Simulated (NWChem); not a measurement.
Molecule: CH₄Cd; SMILES [CdH][CH3]

```xyz
6

Cd    -0.0401    -0.2865    -0.0045
H     -0.0693    -1.9638    -0.0080
C     -0.0116     1.8273    -0.0019
H      0.8514     2.2125     0.5634
H     -0.9263     2.2297     0.4611
H      0.0510     2.2236    -1.0274
```
Atoms are numbered in this order, from 1.

Structure relaxed at the PBE0/def2-SVP level. def2 effective core potentials on Cd; no spin-orbit coupling.

 States above −ε(HOMO) = 7.1 eV lie in this functional's continuum and hang on the basis.

Task: List the 4 lowest vertical singlet excitations from B3LYP/def2-SVPD with def2 effective core potentials on Cd, full TDDFT (NWChem).

Result: 
```json
[
 {"state": "S1", "energy (eV)": "5.39", "oscillator strength": "0.000", "leading excitation (squared amplitude)": "HOMO → LUMO (1.00)"},
 {"state": "S2", "energy (eV)": "5.39", "oscillator strength": "0.000", "leading excitation (squared amplitude)": "HOMO → LUMO+1 (1.00)"},
 {"state": "S3", "energy (eV)": "6.63", "oscillator strength": "0.350", "leading excitation (squared amplitude)": "HOMO → LUMO+2 (0.88)"},
 {"state": "S4", "energy (eV)": "7.56", "oscillator strength": "0.298", "leading excitation (squared amplitude)": "HOMO−1 → LUMO (0.98)"}
]
```
